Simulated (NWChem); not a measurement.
All runs are NWChem calculations. System: C$_{2}$H$_{5}$Te, charge 0, spin multiplicity 2, displaced from the optimised geometry. The structure started from a generated list of species. Its SCF solution wasn't tested for a lower state. Level: UBLYP/def2-SVP with def2 effective core potentials on Te.

Output (cleaned and shortened):

```
             Northwest Computational Chemistry Package (NWChem) 7.3.0
             --------------------------------------------------------

                                NWChem Input Module
                                -------------------

 Scaling coordinates for geometry "geometry" by  1.889725989
 (inverse scale =  0.529177249)

                             Geometry "geometry" -> ""
                             -------------------------

 Output coordinates in angstroms (scale by  1.889725989 to convert to a.u.)

  No.       Tag          Charge          X              Y              Z
 ---- ---------------- ---------- -------------- -------------- --------------
    1 C                    6.0000     1.69986300    -0.14708200    -0.83377800
    2 Te                  52.0000    -0.01412000    -0.00944100     0.37898700
    3 C                    6.0000    -1.45494400     0.15036900    -1.29916200
    4 H                    1.0000     2.68928100    -0.29445200    -0.32581300
    5 H                    1.0000     1.66696400     0.23348700    -1.88922600
    6 H                    1.0000    -1.21770500     1.06976900    -1.90695500
    7 H                    1.0000    -1.38629900    -0.77872200    -1.93339900
    8 H                    1.0000    -2.48750600     0.24111800    -0.85426600

 Effective nuclear repulsion energy (a.u.)     228.3985029231

            Nuclear Dipole moment (a.u.)
            ----------------------------
        X                 Y               Z
 ---------------- ---------------- ----------------
     0.0000170075    -0.0000188973     0.0000472431


 Summary of "ao basis" -> "" (spherical)
 ------------------------------------------------------------------------------
       Tag                 Description            Shells   Functions and Types
 ---------------- ------------------------------  ------  ---------------------
 *                          def2-svp                  on all atoms

                                 NWChem DFT Module
                                 -----------------

 Summary of "ao basis" -> "ao basis" (spherical)
 ------------------------------------------------------------------------------
       Tag                 Description            Shells   Functions and Types
 ---------------- ------------------------------  ------  ---------------------
 C                          def2-svp                 6       14   3s2p1d
 Te                         def2-svp                10       26   4s4p2d
 H                          def2-svp                 3        5   2s1p

 Summary of "ao basis" -> "ao basis" (spherical)
 ------------------------------------------------------------------------------
       Tag                 Description            Shells   Functions and Types
 ---------------- ------------------------------  ------  ---------------------
 C                          def2-svp                 6       14   3s2p1d
 Te                         def2-svp                10       26   4s4p2d
 H                          def2-svp                 3        5   2s1p

            General Information
            -------------------
          SCF calculation type: DFT
          Wavefunction type:  spin polarized.
          No. of atoms     :     8
          No. of electrons :    41
           Alpha electrons :    21
            Beta electrons :    20
          Charge           :     0
          Spin multiplicity:     2
          Use of symmetry is: off; symmetry adaption is: off
          Maximum number of iterations: 100
          AO basis - number of functions:    79
                     number of shells:    37
          Convergence on energy requested:  1.00D-04
          Convergence on density requested:  1.00D-03
          Convergence on gradient requested:  5.00D-03

              XC Information
              --------------
                    Becke 1988 Exchange Functional  1.000
              Lee-Yang-Parr Correlation Functional  1.000

             Grid Information
             ----------------
          Grid used for XC integration:  medium
          Radial quadrature: Mura-Knowles
          Angular quadrature: Lebedev.
          Tag              B.-S. Rad. Rad. Pts. Rad. Cut. Ang. Pts.
[...]
  ----- ------------  ---------------      ----- ------------  ---------------
     3      1.182220  1 C  s                 30      0.877307  2 Te pz
    18     -0.662789  2 Te s                 43      0.594740  3 C  s
    28     -0.488621  2 Te px                56     -0.386889  4 H  s
    17     -0.372451  2 Te s                  7     -0.352543  1 C  px
    27      0.298620  2 Te pz                61     -0.297446  5 H  s

   alpha - beta orbital overlaps
   -----------------------------

   alpha      1      2      3      4      5      6      7      8      9     10
    beta      1      2      3      4      5      6      7      8      9     10
 overlap   1.000  1.000  1.000  1.000  1.000  1.000  0.999  0.999  0.999  0.999

   alpha     11     12     13     14     15     16     17     18     19     20
    beta     11     12     13     14     15     16     17     18     19     20
 overlap   0.998  0.993  0.987  0.993  0.975  0.997  0.974  0.995  0.993  0.960

   alpha     21     22     23     24     25     26     27     28     29     30
    beta     21     22     23     24     25     26     27     28     29     30
 overlap   0.956  0.991  0.996  0.999  0.969  0.949  0.964  0.999  0.999  0.999

   alpha     31     32     33     34     35     36     37     38     39     40
    beta     31     32     33     34     35     36     37     38     41     39
 overlap   0.999  1.000  0.982  0.982  0.992  0.987  0.995  0.945  0.813  0.969

   alpha     41     42     43     44     45     46     47     48     49     50
    beta     40     42     43     44     45     46     47     48     49     50
 overlap   0.887  0.959  0.987  0.904  0.850  0.948  0.989  0.992  0.999  1.000

   alpha     51     52     53     54     55     56     57     58     59     60
    beta     51     52     53     55     54     56     57     58     59     60
 overlap   0.862  0.856  0.955  0.724  0.725  1.000  0.998  1.000  0.997  0.995

   alpha     61     62     63     64     65     66     67     68     69     70
    beta     63     61     62     64     65     66     67     68     69     70
 overlap   0.753  0.953  0.763  0.997  0.997  0.999  0.999  0.999  1.000  1.000

   alpha     71     72     73     74     75     76     77     78     79
    beta     71     72     73     74     75     76     77     78     79
 overlap   1.000  0.998  0.998  0.999  0.998  1.000  1.000  1.000  1.000

     --------------------------
     Expectation value of S2:
     --------------------------
      <S2> =      0.7536 (Exact =     0.7500)

 center of mass
 --------------
 x =   0.00432439 y =  -0.00846646 z =   0.19823851

 moments of inertia (a.u.)
 ------------------
         213.842893535747          24.432398330601         -28.810050642094
          24.432398330601         490.078255793405           8.416327784253
         -28.810050642094           8.416327784253         294.124577788682

     Multipole analysis of the density
     ---------------------------------

     L   x y z        total         alpha         beta         nuclear
     -   - - -        -----         -----         ----         -------
     0   0 0 0      0.000000    -21.000000    -20.000000     41.000000

     1   1 0 0     -0.365620     -1.741778      0.629019      0.747139
     1   0 1 0      0.133737     -0.024428     -0.341361      0.499526
     1   0 0 1     -0.143351     10.490429      9.419257    -20.053037

     2   2 0 0    -28.242707   -107.290913    -98.242568    177.290774
     2   1 1 0     -0.070015      7.712172      6.627560    -14.409747
     2   1 0 1      0.963007     -7.757448    -12.030505     20.750960
     2   0 2 0    -32.052978    -21.399749    -18.573038      7.919809
     2   0 1 1     -0.590515      2.074046      3.076873     -5.741434
     2   0 0 2    -28.805254    -68.820481    -65.419740    105.434966

            General Information
            -------------------
          SCF calculation type: DFT
          Wavefunction type:  spin polarized.
          No. of atoms     :     8
          No. of electrons :    41
           Alpha electrons :    21
            Beta electrons :    20
          Charge           :     0
          Spin multiplicity:     2
          Use of symmetry is: off; symmetry adaption is: off
          Maximum number of iterations: 100
          AO basis - number of functions:    79
                     number of shells:    37
          Convergence on energy requested:  1.00D-04
          Convergence on density requested:  1.00D-03
          Convergence on gradient requested:  5.00D-03

              XC Information
              --------------
                    Becke 1988 Exchange Functional  1.000
              Lee-Yang-Parr Correlation Functional  1.000

             Grid Information
             ----------------
          Grid used for XC integration:  medium
          Radial quadrature: Mura-Knowles
          Angular quadrature: Lebedev.
          Tag              B.-S. Rad. Rad. Pts. Rad. Cut. Ang. Pts.
          ---              ---------- --------- --------- ---------
          C                   0.70       49          11.0       434
          Te                  1.40      123           9.0       590
          H                   0.35       45          12.0       434
          Grid pruning is: on
          Number of quadrature shells:   446
          Spatial weights used:  Erf1

          Convergence Information
          -----------------------
          Convergence aids based upon iterative change in
          total energy or number of iterations.
          Levelshifting, if invoked, occurs when the
          HOMO/LUMO gap drops below (HL_TOL):  1.00D-02
          DIIS, if invoked, will attempt to extrapolate
          using up to (NFOCK): 10 stored Fock matrices.

                    Damping( 0%)  Levelshifting(0.5)       DIIS
                  --------------- ------------------- ---------------
          dE  on:    start            ASAP                start
          dE off:    2 iters        100 iters           100 iters

      Screening Tolerance Information
      -------------------------------
          Density screening/tol_rho:  1.00D-10
          AO Gaussian exp screening on grid/accAOfunc:   9
          CD Gaussian exp screening on grid/accCDfunc:  20
          XC Gaussian exp screening on grid/accXCfunc:  20
          Schwarz screening/accCoul:  1.00D-08

                            NWChem DFT Gradient Module
                            --------------------------

  charge          =   0.00
  wavefunction    = open shell

                         DFT ENERGY GRADIENTS

    atom               coordinates                        gradient
                 x          y          z           x          y          z
   1 C       3.212275  -0.277945  -1.575612   -0.006549  -0.002222   0.003666
   2 Te     -0.026683  -0.017841   0.716182   -0.002465  -0.000171   0.005797
   3 C      -2.749445   0.284156  -2.455060    0.006561  -0.000632   0.007310
   4 H       5.082004  -0.556434  -0.615697    0.011899  -0.002104   0.006000
   5 H       3.150105   0.441226  -3.570119   -0.000524   0.004144  -0.012881
   6 H      -2.301129   2.021570  -3.603622    0.002704   0.011018  -0.007305
   7 H      -2.619725  -1.471571  -3.653594    0.000742  -0.011142  -0.007595
   8 H      -4.700705   0.455647  -1.614329   -0.012370   0.001107   0.005009

                 ----------------------------------------
                 |  Time  |  1-e(secs)   |  2-e(secs)   |
                 ----------------------------------------
                 |  CPU   |       0.02   |       1.17   |
                 ----------------------------------------
                 |  WALL  |       0.02   |       1.17   |
                 ----------------------------------------

 Task  times  cpu:        5.0s     wall:        5.0s

 Total times  cpu:        5.1s     wall:        5.1s
```

Q: Write an NWChem input that would produce this output.

A: Several could match; the one computed here: 
```
start mol
memory heap 200 mb stack 900 mb global 1100 mb
geometry units angstroms nocenter noautoz noautosym
  C      1.699863    -0.147082    -0.833778
  Te    -0.014120    -0.009441     0.378987
  C     -1.454944     0.150369    -1.299162
  H      2.689281    -0.294452    -0.325813
  H      1.666964     0.233487    -1.889226
  H     -1.217705     1.069769    -1.906955
  H     -1.386299    -0.778722    -1.933399
  H     -2.487506     0.241118    -0.854266
end
basis spherical
  * library def2-svp
end
ecp
  Te library def2-ecp
end
dft
  xc becke88 lyp
  odft
  mult 2
  semidirect memsize 60000000 filesize 0
  iterations 100
  convergence energy 1e-4 density 1e-3 gradient 5e-3
end
task dft gradient
```
